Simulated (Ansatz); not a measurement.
Two members of one family (GaMe2(chelate)), computed with Ansatz in the gas phase. The two geometries come from different levels. Binding counts from free atoms in the multiplicity of their measured ground term, without zero-point energy. A dash marks a value that wasn't run or was left out as unsound. The structures are stationary points that may keep the symmetry of their start.

First: GaMe2(acac) (singlet, charge 0, r2SCAN-D4/def2-SVP geometry).

```xyz
23

Ga    0.6260    1.0668    1.0167
C    -0.7267    2.0018    2.0844
H    -1.7369    1.6960    1.7704
H    -0.6513    3.0953    1.9709
H    -0.6188    1.7699    3.1560
C     2.5800    1.2109    0.9799
H     3.0060    0.4480    0.3083
H     3.0193    1.0683    1.9802
H     2.8983    2.2012    0.6142
O     0.0282    1.1520   -0.8518
C    -0.4649    0.1933   -1.5368
C    -0.8570    0.5504   -2.9423
C    -0.6533   -1.1225   -1.0693
C    -0.3182   -1.5704    0.2233
C    -0.5612   -3.0031    0.6042
O     0.1968   -0.8454    1.1403
H    -1.2799   -0.2952   -3.4979
H    -1.5875    1.3752   -2.9119
H     0.0276    0.9363   -3.4734
H    -1.0869   -1.8474   -1.7596
H    -0.9710   -3.6020   -0.2187
H    -1.2533   -3.0322    1.4609
H     0.3848   -3.4473    0.9519
```

```csv
level,HOMO (eV),LUMO (eV),gap (eV),vertical IE (eV),vertical triplet (eV),binding per atom (eV)
PBE-D4/def2-SVP,-5.47,-2.30,3.16,–,–,4.44
PBE-D4/def2-TZVP,-5.58,-2.45,3.13,7.99,2.96,4.39
B3LYP-D4/6-31G,-6.28,-1.58,4.70,–,–,4.23
PBE0-D4/def2-SVP,-6.63,-1.47,5.16,–,–,4.37
PBE0-D4/def2-TZVP,-6.69,-1.57,5.12,8.30,3.03,4.31
```

Second: GaMe2(hfac) (singlet, charge 0, PBE-D4/def2-SVP geometry).

```xyz
23

Ga    0.033   -0.005   -1.689
C    -0.795    1.631   -2.397
H    -1.150    2.272   -1.566
H    -1.660    1.387   -3.045
H    -0.067    2.211   -2.999
C     0.863   -1.619   -2.443
H     1.363   -2.203   -1.644
H     1.617   -1.359   -3.212
H     0.094   -2.262   -2.917
O    -1.253   -0.679   -0.281
C    -1.111   -0.563    0.976
C    -2.291   -1.150    1.781
F    -2.437   -2.456    1.490
F    -3.429   -0.511    1.450
F    -2.113   -1.031    3.113
C    -0.033    0.016    1.672
C     1.085    0.559    1.011
C     2.240    1.140    1.856
F     2.491    2.408    1.481
F     3.357    0.410    1.659
F     1.962    1.137    3.177
O     1.292    0.630   -0.240
H    -0.060    0.036    2.767
```

Q: Estimate how these quantities change from the first to the second (second minus first).

A: 
```
            level  Δ HOMO (eV)  Δ LUMO (eV)  Δ gap (eV)  Δ vertical IE (eV)  Δ vertical triplet (eV)  Δ binding per atom (eV)
  PBE-D4/def2-SVP        -0.94        -1.39       -0.45                   –                        –                     0.27
 PBE-D4/def2-TZVP        -0.95        -1.45       -0.50                0.97                    -0.42                     0.22
   B3LYP-D4/6-31G        -1.15        -1.79       -0.64                   –                        –                    -0.02
 PBE0-D4/def2-SVP        -1.03        -1.56       -0.54                   –                        –                     0.18
PBE0-D4/def2-TZVP        -1.02        -1.57       -0.55                1.03                    -0.48                     0.14
```
